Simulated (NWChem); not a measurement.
System: AlH, singlet; SMILES [AlH]

Output (shortened):

```
             Northwest Computational Chemistry Package (NWChem) 7.3.0
             --------------------------------------------------------

                             Geometry "geometry" -> ""
                             -------------------------

 Output coordinates in angstroms (scale by  1.889725989 to convert to a.u.)

  No.       Tag          Charge          X              Y              Z
 ---- ---------------- ---------- -------------- -------------- --------------
    1 Al                  13.0000     0.00000000     0.00000000     0.14227400
    2 H                    1.0000     0.00000000     0.00000000    -1.52490800

 Effective nuclear repulsion energy (a.u.)       4.1263066882

  pbe96 is a nonlocal functional; adding pw91lda local functional.
                              NWChem Property Module
                              ----------------------

                                 NWChem DFT Module
                                 -----------------

 Summary of "ao basis" -> "ao basis" (spherical)
 ------------------------------------------------------------------------------
       Tag                 Description            Shells   Functions and Types
 ---------------- ------------------------------  ------  ---------------------
 Al                        def2-tzvpd               15       43   6s5p3d1f
 H                         def2-tzvpd                5        9   3s2p

            General Information
            -------------------
          SCF calculation type: DFT
          Wavefunction type:  closed shell.
          No. of atoms     :     2
          No. of electrons :    14
           Alpha electrons :     7
            Beta electrons :     7
          Charge           :     0
          Spin multiplicity:     1
          Use of symmetry is: off; symmetry adaption is: off
          Maximum number of iterations: 150
          AO basis - number of functions:    52
                     number of shells:    20
          Convergence on energy requested:  1.00D-06
          Convergence on density requested:  1.00D-05
          Convergence on gradient requested:  5.00D-04

              XC Information
              --------------
          PerdewBurkeErnzerhof Exchange Functional  1.000
            Perdew 1991 LDA Correlation Functional  1.000 local
           PerdewBurkeErnz. Correlation Functional  1.000 non-local

             Grid Information
             ----------------
          Grid used for XC integration:  medium
          Radial quadrature: Mura-Knowles
          Angular quadrature: Lebedev.
          Tag              B.-S. Rad. Rad. Pts. Rad. Cut. Ang. Pts.
          ---              ---------- --------- --------- ---------
          Al                  1.25       88           9.0       590
          H                   0.35       45          10.0       434
          Grid pruning is: on
          Number of quadrature shells:   133
          Spatial weights used:  Erf1

      Superposition of Atomic Density Guess
      -------------------------------------

 Sum of atomic energies:        -242.37464290

      Non-variational initial energy
      ------------------------------

 Total energy =    -242.272638
 1-e energy   =    -345.294457
 2-e energy   =      98.895513
 HOMO         =      -0.191252
 LUMO         =      -0.009287

   convergence    iter        energy       DeltaE   RMS-Dens  Diis-err
 ---------------- ----- ----------------- --------- --------- ---------
 d= 0,ls=0.0,diis     1   -242.8219575761 -2.47D+02  8.14D-03  3.23D-01
 d= 0,ls=0.0,diis     2   -242.8321116290 -1.02D-02  5.44D-03  1.73D-02
 d= 0,ls=0.0,diis     3   -242.8345588160 -2.45D-03  2.27D-03  1.14D-02
 d= 0,ls=0.0,diis     4   -242.8378329564 -3.27D-03  1.87D-04  7.52D-05
 d= 0,ls=0.0,diis     5   -242.8378409022 -7.95D-06  1.09D-05  1.37D-07
 d= 0,ls=0.0,diis     6   -242.8378409332 -3.11D-08  3.00D-06  9.99D-09

         Total DFT energy =     -242.837840933236
      One electron energy =     -345.638915860163
           Coulomb energy =      117.469463940775
    Exchange-Corr. energy =      -18.794695702018
 Nuclear repulsion energy =        4.126306688170

 Numeric. integr. density =       13.999996544431

                       DFT Final Molecular Orbital Analysis
                       ------------------------------------

 Vector    5  Occ=2.000000D+00  E=-2.538921D+00
              MO Center= -1.5D-10, -4.1D-11,  1.4D-01, r^2= 1.3D-01
   Bfn.  Coefficient  Atom+Function         Bfn.  Coefficient  Atom+Function
  ----- ------------  ---------------      ----- ------------  ---------------
     9      0.552895  1 Al pz                12      0.395319  1 Al pz
    15      0.207541  1 Al pz

 Vector    6  Occ=2.000000D+00  E=-3.258209D-01
              MO Center=  1.5D-09,  4.7D-09, -6.4D-01, r^2= 1.8D+00
   Bfn.  Coefficient  Atom+Function         Bfn.  Coefficient  Atom+Function
  ----- ------------  ---------------      ----- ------------  ---------------
     4      0.582010  1 Al s                  3     -0.299606  1 Al s
     5      0.244480  1 Al s                 45      0.198156  2 H  s
    44      0.130884  2 H  s                 18     -0.121574  1 Al pz
    46      0.116530  2 H  s                  2      0.083934  1 Al s
     1      0.054565  1 Al s                  9      0.036277  1 Al pz

 Vector    7  Occ=2.000000D+00  E=-1.803357D-01
              MO Center= -3.4D-09,  4.4D-09,  7.5D-02, r^2= 3.1D+00
   Bfn.  Coefficient  Atom+Function         Bfn.  Coefficient  Atom+Function
  ----- ------------  ---------------      ----- ------------  ---------------
     4      0.399373  1 Al s                  5      0.369559  1 Al s
    18      0.318936  1 Al pz                21      0.242733  1 Al pz
    45     -0.229281  2 H  s                 46     -0.214524  2 H  s
     3     -0.198667  1 Al s                 44     -0.130076  2 H  s
     9     -0.084815  1 Al pz                12     -0.069598  1 Al pz

 Vector    8  Occ=0.000000D+00  E=-9.357153D-02
              MO Center= -1.8D-08, -1.8D-08,  1.2D-01, r^2= 3.7D+00
   Bfn.  Coefficient  Atom+Function         Bfn.  Coefficient  Atom+Function
  ----- ------------  ---------------      ----- ------------  ---------------
    20      0.432398  1 Al py                19      0.416716  1 Al px
    17      0.347425  1 Al py                16      0.334825  1 Al px
     8     -0.083104  1 Al py                 7     -0.080090  1 Al px
    11     -0.068465  1 Al py                10     -0.065982  1 Al px

 Vector    9  Occ=0.000000D+00  E=-9.357153D-02
              MO Center= -3.5D-09, -4.4D-09,  1.2D-01, r^2= 3.7D+00
   Bfn.  Coefficient  Atom+Function         Bfn.  Coefficient  Atom+Function
  ----- ------------  ---------------      ----- ------------  ---------------
    19      0.432398  1 Al px                20     -0.416716  1 Al py
    16      0.347425  1 Al px                17     -0.334825  1 Al py
     7     -0.083104  1 Al px                 8      0.080090  1 Al py
    10     -0.068465  1 Al px                11      0.065982  1 Al py

 Vector   10  Occ=0.000000D+00  E= 6.830683D-03
              MO Center=  1.6D-08,  1.6D-09,  4.3D-01, r^2= 1.3D+01
   Bfn.  Coefficient  Atom+Function         Bfn.  Coefficient  Atom+Function
  ----- ------------  ---------------      ----- ------------  ---------------
     6      2.040143  1 Al s                  5     -1.683841  1 Al s
    46      0.314009  2 H  s                  4     -0.287838  1 Al s
    21      0.252656  1 Al pz                 3      0.156144  1 Al s
    18      0.134476  1 Al pz                34      0.132286  1 Al d  0
    45      0.063145  2 H  s                 52      0.059958  2 H  pz

     Multipole analysis of the density
     ---------------------------------

     L   x y z        total         alpha         beta         nuclear
     -   - - -        -----         -----         ----         -------
     0   0 0 0     -0.000000     -7.000000     -7.000000     14.000000

     1   1 0 0      0.000000      0.000000      0.000000      0.000000
     1   0 1 0     -0.000000     -0.000000     -0.000000      0.000000
     1   0 0 1      0.067156     -0.273176     -0.273176      0.613507

     2   2 0 0     -9.258625     -4.629312     -4.629312      0.000000
     2   1 1 0      0.000000      0.000000      0.000000      0.000000
     2   1 0 1      0.000000      0.000000      0.000000      0.000000
     2   0 2 0     -9.258625     -4.629312     -4.629312      0.000000
     2   0 1 1     -0.000000     -0.000000     -0.000000      0.000000
     2   0 0 2    -14.644164    -11.943912    -11.943912      9.243661

 *** CALLING NEW AORESP DRIVER FOR CLOSED AND OPEN SHELLS ***
 Entering AOResponse driver routine

--------------------------------------------------------------------------------

          -----------------------------------------------
          Solving response equations for perturbing field
          -----------------------------------------------

 number of frequencies:     1
 frequency in a.u.:  0.0000000E+00
 Perturbing field: electric
 Using El. Dipole Length Gauge

 Setting up CPKS with frequency omega =      0.00000000 a.u.

 STATIC response

                                NWChem CPHF Module
                                ------------------

[...]

 DFT Linear Response polarizability / au
 Frequency  =       0.0000000 / au
              X              Y              Z
 -----------------------------------------------
 X      45.4398452     -0.0000002      0.0000001
 Y      -0.0000002     45.4398452     -0.0000004
 Z       0.0000001     -0.0000004     52.7230681
 -----------------------------------------------
 Eigenvalues =      45.4398451     45.4398454     52.7230681
 Isotropic   =      47.8675862
 Anisotropic =       7.2832229
 -----------------------------------------------

 Magnetic Dipole Response Matrix (nonzero elements):

 Exiting AOResponse driver routine
```

Level: PBE/def2-TZVPD. Low-valent species are run as closed-shell singlets; no triplet was tried in these runs. Coordinates come from a PBE0/def2-SVP optimisation.

### Question
Reconstruct the input file.

### Answer
Several could match; the one computed here: the input that was run:
```
start job
memory heap 200 mb stack 900 mb global 1100 mb
geometry units angstroms noautosym nocenter noautoz
  Al     0.000000     0.000000     0.142274
  H      0.000000     0.000000    -1.524908
end
basis spherical
  Al library def2-tzvpd
  H library def2-tzvpd
end
dft
  xc xpbe96 cpbe96
  iterations 150
end
property
  response 1 0.0
end
task dft property
```
